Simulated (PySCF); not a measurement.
Species: C3H12AsB.
SMILES with atom numbers: `[BH3-:1][AsH2+:2][CH:3]([CH3:4])[CH3:5]` (hydrogens: H6, H7, H8 on B1; H9, H10 on As2; H11 on C3; H12, H13, H14 on C4; H15, H16, H17 on C5)

Computed with PySCF at CAM-B3LYP/def2-SVPD, non-relativistic, on one gas-phase PBE0-D3(BJ)/def2-SVP geometry that isn't relaxed in the solvent. The solvent is an IEF-PCM continuum (Bondi radii, 1.10 Å for H, scaled by 1.2), and excitations are vertical TDDFT with non-equilibrium linear response and a frozen core. Specific hydrogen bonds and non-electrostatic terms are outside this model. Spin–orbit coupling is left out although an atom past zinc is present.

Gas-phase singlets (H = HOMO, L = LUMO):

| state | E (eV) | λ (nm) | f | leading configurations |
| --- | --- | --- | --- | --- |
| S1 | 7.221 | 172 | 0.015 | H→L 81%, H→L+3 8% |
| S2 | 7.665 | 162 | 0.012 | H-1→L 61%, H-1→L+3 10% |
| S3 | 7.734 | 160 | 0.003 | H-2→L 71% |
| S4 | 7.749 | 160 | 0.007 | H→L+4 36%, H→L+2 15% |
| S5 | 7.968 | 156 | 0.067 | H→L+1 33%, H→L+3 27% |

Question: What are the lowest 5 singlets in chloroform (ε = 4.711)?

Answer: 
| state | E (eV) | λ (nm) | f | leading configurations | change by rank (eV) |
| --- | --- | --- | --- | --- | --- |
| S1 | 7.479 | 166 | 0.024 | H→L 83%, H→L+3 8% | +0.258 |
| S2 | 7.947 | 156 | 0.016 | H→L+4 42%, H→L+3 24% | +0.282 |
| S3 | 7.987 | 155 | 0.025 | H-1→L 46%, H→L+3 11% | +0.253 |
| S4 | 8.128 | 153 | 0.062 | H→L+1 75%, H-1→L 12% | +0.379 |
| S5 | 8.181 | 152 | 0.009 | H-2→L 83% | +0.213 |

Question: Give the list for methanol (ε = 32.61), n² = 1.77.

Answer: 
```json
{"state": "S1", "E (eV)": "7.579", "λ (nm)": "164", "f": "0.020", "leading configurations": "H→L 73%, H→L+1 12%", "change by rank (eV)": "+0.358"}
{"state": "S2", "E (eV)": "8.021", "λ (nm)": "155", "f": "0.026", "leading configurations": "H→L+4 40%, H→L+2 21%", "change by rank (eV)": "+0.356"}
{"state": "S3", "E (eV)": "8.060", "λ (nm)": "154", "f": "0.087", "leading configurations": "H→L+1 30%, H→L+3 18%", "change by rank (eV)": "+0.326"}
{"state": "S4", "E (eV)": "8.123", "λ (nm)": "153", "f": "0.114", "leading configurations": "H→L+1 36%, H-1→L 25%", "change by rank (eV)": "+0.374"}
{"state": "S5", "E (eV)": "8.264", "λ (nm)": "150", "f": "0.215", "leading configurations": "H-1→L 48%, H→L+2 22%", "change by rank (eV)": "+0.296"}
```

Question: How do the frontier levels move from gas to methanol?

Answer: 
```tsv
orbital	gas (eV)	solvent (eV)	change (eV)
LUMO+2	1.56	1.94	+0.38
LUMO+1	1.48	1.41	-0.07
LUMO	0.75	1.21	+0.46
HOMO	-9.44	-9.36	+0.08
HOMO-1	-9.71	-9.88	-0.17
HOMO-2	-9.75	-10.03	-0.28
HOMO-3	-11.02	-10.73	+0.29
```

The HOMO–LUMO gap goes from 10.19 to 10.56 eV. Rows go by rank; for HOMO-3, HOMO-2, HOMO-1, HOMO, LUMO, LUMO+1 and LUMO+2 the atom shares or the degeneracy differ between the runs, so the row needn't follow one orbital.

The values belong to the conformer `[BH3-:1][AsH2+:2][CH:3]([CH3:4])[CH3:5]`: B1–As2–C3–C4 55°.
